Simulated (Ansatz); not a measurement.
Worked example: C2H3ClO + GeH(GeH3)Cl → C2H3O + GeH(GeH3)Cl2

Species: C2H3ClO (acetyl chloride) `CC(=O)Cl`, singlet; GeH(GeH3)Cl, doublet; C2H3O (acetyl radical) `C[C]=O`, doublet; GeH(GeH3)Cl2, singlet. A radical takes Cl: the energy is the difference in strength between the C–Cl bond broken and the Ge–Cl bond made.

Shapes, held fixed at every level: PBE0-D4/def2-TZVP. Programs: Ansatz 0.2.0. The zero-point and thermal change to 298 K, harmonic and unscaled (PBE0-D4/def2-TZVP), is -2.1 kJ/mol.

At CCSD(T)/def2-TZVPP; 1 Eh = 2625.50 kJ/mol:

```
     species   energy (Eh)
     C2H3ClO   -612.737375
 GeH(GeH3)Cl  -4613.343899
       C2H3O   -152.940188
GeH(GeH3)Cl2  -5073.159694
```

Question: Work out ΔH(298 K) of the reaction at this level.

Answer: 
1. Products less reactants: (-152.940188) + (-5073.159694) − [(-612.737375) + (-4613.343899)] = -0.018608 Eh = -48.9 kJ/mol.
2. With the thermal change: -48.9 + (-2.1) = -51.0 kJ/mol.

Other levels give -47.8 (CCSD/def2-SVP) to -11.3 kJ/mol (SPW92/def2-TZVPP). No measured value is set beside it here. Open shells run unrestricted unless RO is named. Relativity is left out for Ge unless named. Correlated rows may include outer-core shells of Ge, which these sets cover unevenly.
